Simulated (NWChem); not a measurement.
System: CH4FNOW; SMILES [F][W](=[O])(=[NH])[CH3]

Input file for NWChem:

```
start job
memory heap 200 mb stack 900 mb global 1100 mb
geometry units angstroms noautoz
  W      0.004070     0.000037     0.044467
  O      0.540822    -0.828589     1.429498
  N      0.903747    -0.550129    -1.346087
  H      1.641918    -1.128163    -1.738734
  F     -0.013400     1.874425     0.184804
  C     -1.922562    -0.774120    -0.304669
  H     -1.914443    -1.869856    -0.405516
  H     -2.331119    -0.344759    -1.234551
  H     -2.576008    -0.505981     0.543519
end
basis spherical
  * library def2-svp
end
ecp
  W library def2-ecp
end
dft
  xc xpbe96 cpbe96
  iterations 150
  mulliken
end
task dft energy
```

NWChem printed, in part:

```
             Northwest Computational Chemistry Package (NWChem) 7.3.0
             --------------------------------------------------------

 C1  symmetry detected

                             Geometry "geometry" -> ""
                             -------------------------

 Output coordinates in angstroms (scale by  1.889725989 to convert to a.u.)

  No.       Tag          Charge          X              Y              Z
 ---- ---------------- ---------- -------------- -------------- --------------
    1 W                   74.0000     0.04798158     0.04222945     0.01597174
    2 O                    8.0000     0.91199957    -0.35273852     1.42682533
    3 N                    7.0000     1.02882749    -0.31165053    -1.38347530
    4 H                    1.0000     1.91201200    -0.62496273    -1.77719091
    5 F                    9.0000    -0.66008136     1.78280131    -0.03288048
    6 C                    6.0000    -1.46479591    -1.41856031    -0.08758214
    7 H                    1.0000    -1.05360152    -2.43919282    -0.07748860
    8 H                    1.0000    -2.04230309    -1.28810193    -1.01785967
    9 H                    1.0000    -2.13502581    -1.30311015     0.78177177

 Effective nuclear repulsion energy (a.u.)     784.8354039718

 Summary of "ao basis" -> "ao basis" (spherical)
 ------------------------------------------------------------------------------
       Tag                 Description            Shells   Functions and Types
 ---------------- ------------------------------  ------  ---------------------
 W                          def2-svp                12       32   6s3p2d1f
 O                          def2-svp                 6       14   3s2p1d
 N                          def2-svp                 6       14   3s2p1d
 H                          def2-svp                 3        5   2s1p
 F                          def2-svp                 6       14   3s2p1d
 C                          def2-svp                 6       14   3s2p1d

            General Information
            -------------------
          SCF calculation type: DFT
          Wavefunction type:  closed shell.
          No. of atoms     :     9
          No. of electrons :    48
           Alpha electrons :    24
            Beta electrons :    24
          Charge           :     0
          Spin multiplicity:     1
          Use of symmetry is: off; symmetry adaption is: off
          Maximum number of iterations: 150
          AO basis - number of functions:   108
                     number of shells:    48
          Convergence on energy requested:  1.00D-06
          Convergence on density requested:  1.00D-05
          Convergence on gradient requested:  5.00D-04

              XC Information
              --------------
          PerdewBurkeErnzerhof Exchange Functional  1.000
            Perdew 1991 LDA Correlation Functional  1.000 local
           PerdewBurkeErnz. Correlation Functional  1.000 non-local

             Grid Information
             ----------------
          Grid used for XC integration:  medium
          Radial quadrature: Mura-Knowles
          Angular quadrature: Lebedev.
          Tag              B.-S. Rad. Rad. Pts. Rad. Cut. Ang. Pts.
          ---              ---------- --------- --------- ---------
          W                   1.35      123           9.0       590
          O                   0.60       49          11.0       434
          N                   0.65       49          11.0       434
          H                   0.35       45          12.0       434
          F                   0.50       49          11.0       434
          C                   0.70       49          10.0       434
          Grid pruning is: on
          Number of quadrature shells:   499
          Spatial weights used:  Erf1

      Superposition of Atomic Density Guess
      -------------------------------------

 Sum of atomic energies:        -341.02638988

      Non-variational initial energy
      ------------------------------

 Total energy =    -334.852582
 1-e energy   =    -913.893771
 2-e energy   =     360.658209
 HOMO         =      -0.365617
 LUMO         =      -0.011909

     ---------------------------------------------
      Total Density - Mulliken Population Analysis
     ---------------------------------------------

    Atom       Charge   Shell Charges
 -----------   ------   -------------------------------------------------------
    1 W   14    11.22   0.04 -0.35  1.80  0.54  0.39  0.08  5.49  0.57  0.12  2.05  0.34  0.15
    2 O    8     9.05   1.99  1.16  0.74  3.17  1.98  0.01
    3 N    7     8.03   1.99  1.09  0.57  2.64  1.73  0.01
    4 H    1     0.75   0.59  0.12  0.04
    5 F    9     9.63   1.99  1.15  0.80  3.53  2.16  0.00
    6 C    6     6.78   1.99  0.96  0.35  2.13  1.33  0.01
    7 H    1     0.84   0.64  0.17  0.03
    8 H    1     0.84   0.64  0.17  0.03
    9 H    1     0.85   0.65  0.18  0.03

   convergence    iter        energy       DeltaE   RMS-Dens  Diis-err
 ---------------- ----- ----------------- --------- --------- ---------
 d= 0,ls=0.0,diis     1   -336.6574240752 -5.55D+02  5.48D-02  3.75D+00
 d= 0,ls=0.0,diis     2   -328.0497751791  8.61D+00  4.80D-02  6.08D+01
 d= 0,ls=0.0,diis     3   -336.7196388661 -8.67D+00  1.17D-02  4.18D+00
 d= 0,ls=0.0,diis     4   -337.0862837921 -3.67D-01  4.01D-03  3.46D-01
 d= 0,ls=0.0,diis     5   -337.0995790597 -1.33D-02  2.90D-03  1.58D-01
  Resetting Diis
 d= 0,ls=0.0,diis     6   -337.1142794476 -1.47D-02  1.20D-03  4.24D-02
 d= 0,ls=0.0,diis     7   -337.1182350321 -3.96D-03  1.47D-03  4.53D-03
 d= 0,ls=0.0,diis     8   -337.1143820538  3.85D-03  1.19D-03  3.56D-02
 d= 0,ls=0.0,diis     9   -337.1184036696 -4.02D-03  3.13D-04  3.48D-03
 d= 0,ls=0.0,diis    10   -337.1188252843 -4.22D-04  1.58D-05  4.24D-06
 d= 0,ls=0.0,diis    11   -337.1188254439 -1.60D-07  9.49D-06  2.31D-06

         Total DFT energy =     -337.118825443879
      One electron energy =     -918.354825606808
           Coulomb energy =      402.999300412450
    Exchange-Corr. energy =      -40.146280803799
 Nuclear repulsion energy =      218.382980554277

 Numeric. integr. density =       47.999992142468

                       DFT Final Molecular Orbital Analysis
                       ------------------------------------

 Vector   22  Occ=2.000000D+00  E=-3.004154D-01
              MO Center= -4.6D-01, -5.0D-01, -7.4D-03, r^2= 3.2D+00
   Bfn.  Coefficient  Atom+Function         Bfn.  Coefficient  Atom+Function
  ----- ------------  ---------------      ----- ------------  ---------------
    16      0.338561  1 W  d -2              83      0.275165  6 C  px
    84      0.211596  6 C  py                 5      0.194734  1 W  s
    51     -0.193499  3 N  py                 3     -0.191567  1 W  s
    17     -0.188161  1 W  d -1              36     -0.181638  2 O  px
    86      0.169826  6 C  px               104     -0.155655  9 H  s

 Vector   23  Occ=2.000000D+00  E=-2.698723D-01
              MO Center=  3.6D-01, -4.9D-01, -5.9D-01, r^2= 3.1D+00
   Bfn.  Coefficient  Atom+Function         Bfn.  Coefficient  Atom+Function
  ----- ------------  ---------------      ----- ------------  ---------------
    51      0.355608  3 N  py                54     -0.256823  3 N  py
    37     -0.222496  2 O  py                82      0.212477  6 C  s
    50      0.210725  3 N  px                84      0.184522  6 C  py
     8      0.177356  1 W  py                20     -0.172136  1 W  d  2
    17      0.165396  1 W  d -1              53     -0.164002  3 N  px

 Vector   24  Occ=2.000000D+00  E=-2.507071D-01
              MO Center=  8.1D-01, -2.1D-01, -6.1D-01, r^2= 2.7D+00
   Bfn.  Coefficient  Atom+Function         Bfn.  Coefficient  Atom+Function
  ----- ------------  ---------------      ----- ------------  ---------------
    52      0.365762  3 N  pz                36      0.321460  2 O  px
    55     -0.265513  3 N  pz                39      0.234536  2 O  px
    50      0.216472  3 N  px                51     -0.213209  3 N  py
    54      0.164122  3 N  py                49      0.160486  3 N  s
    53     -0.160551  3 N  px                 3      0.132030  1 W  s

 Vector   25  Occ=0.000000D+00  E=-9.799863D-02
              MO Center= -3.6D-02, -1.2D-02, -4.4D-02, r^2= 2.5D+00
   Bfn.  Coefficient  Atom+Function         Bfn.  Coefficient  Atom+Function
  ----- ------------  ---------------      ----- ------------  ---------------
    20      0.743911  1 W  d  2              16     -0.244332  1 W  d -2
    69     -0.222642  5 F  px                95      0.214696  7 H  s
    55     -0.209005  3 N  pz                52      0.178598  3 N  pz
    72      0.179252  5 F  px                25      0.172244  1 W  d  2
    13     -0.170706  1 W  px                38      0.166842  2 O  pz

 Vector   26  Occ=0.000000D+00  E=-7.110178D-02
              MO Center=  2.4D-01, -1.2D-01, -1.9D-02, r^2= 2.3D+00
   Bfn.  Coefficient  Atom+Function         Bfn.  Coefficient  Atom+Function
  ----- ------------  ---------------      ----- ------------  ---------------
    17      0.740793  1 W  d -1              19     -0.365505  1 W  d  1
    37     -0.278418  2 O  py                54      0.273325  3 N  py
    51     -0.267715  3 N  py                40     -0.242203  2 O  py
   105      0.191444  9 H  s                100     -0.176792  8 H  s
    24     -0.128156  1 W  d  1              36     -0.116500  2 O  px

 Vector   27  Occ=0.000000D+00  E=-2.678772D-02
              MO Center=  2.9D-01,  5.4D-02, -1.1D-01, r^2= 3.7D+00
   Bfn.  Coefficient  Atom+Function         Bfn.  Coefficient  Atom+Function
  ----- ------------  ---------------      ----- ------------  ---------------
     6      0.659441  1 W  s                 18     -0.635968  1 W  d  0
    49      0.543766  3 N  s                 82     -0.479245  6 C  s
    62     -0.382889  4 H  s                 19     -0.264919  1 W  d  1
    68     -0.222298  5 F  s                 23     -0.208074  1 W  d  0
    61     -0.204733  4 H  s                 36     -0.193788  2 O  px

     ---------------------------------------------
      Total Density - Mulliken Population Analysis
     ---------------------------------------------

    Atom       Charge   Shell Charges
 -----------   ------   -------------------------------------------------------
    1 W   14    13.06   0.04 -0.37  1.91  0.46  0.46  0.01  5.58  0.52  0.23  3.52  0.54  0.17
    2 O    8     8.29   1.99  1.12  0.77  2.76  1.63  0.01
    3 N    7     7.35   1.99  1.03  0.59  2.35  1.38  0.01
    4 H    1     0.85   0.71  0.10  0.04
    5 F    9     9.29   1.99  1.13  0.82  3.32  2.02  0.00
    6 C    6     6.47   1.98  0.89  0.35  2.11  1.11  0.01
    7 H    1     0.89   0.71  0.15  0.02
    8 H    1     0.90   0.72  0.16  0.02
    9 H    1     0.91   0.72  0.16  0.02

     -------------------------------------------
      Total Density - Lowdin Population Analysis
     -------------------------------------------

    Atom       Charge   Shell Charges
 -----------   ------   -------------------------------------------------------
    1 W   14    13.76   0.00  0.04  1.10  0.78  0.37  0.15  4.93  1.26  0.40  3.23  1.17  0.32
    2 O    8     8.10   1.98  0.98  0.70  2.63  1.81  0.02
    3 N    7     7.09   1.97  0.80  0.51  2.18  1.62  0.03
    4 H    1     0.91   0.58  0.20  0.13
    5 F    9     9.12   1.98  1.03  0.77  3.19  2.14  0.01
    6 C    6     6.23   1.96  0.59  0.35  1.90  1.39  0.04
    7 H    1     0.92   0.61  0.24  0.07
    8 H    1     0.93   0.61  0.25  0.07
    9 H    1     0.93   0.61  0.25  0.07

     Multipole analysis of the density
     ---------------------------------

     L   x y z        total         alpha         beta         nuclear
     -   - - -        -----         -----         ----         -------
     0   0 0 0      0.000000    -24.000000    -24.000000     48.000000

     1   1 0 0     -0.247520      2.596402      2.596402     -5.440323
     1   0 1 0     -0.492738      2.147694      2.147694     -4.788126
     1   0 0 1     -0.529742      0.640596      0.640596     -1.810933

     2   2 0 0    -32.225028    -95.364985    -95.364985    158.504943
     2   1 1 0      1.017152     -6.409429     -6.409429     13.836010
     2   1 0 1     -3.116675      1.091892      1.091892     -5.300458
     2   0 2 0    -35.872006   -110.921325   -110.921325    185.970645
     2   0 1 1      1.376701     -0.759943     -0.759943      2.896588
     2   0 0 2    -36.390953    -79.895637    -79.895637    123.400321
```

Level: PBE/def2-SVP with def2 effective core potentials on W. Coordinates come from a PBE0/def2-SVP optimisation. Not confirmed as a minimum by frequencies. def2 effective core potentials on W; no spin-orbit coupling.
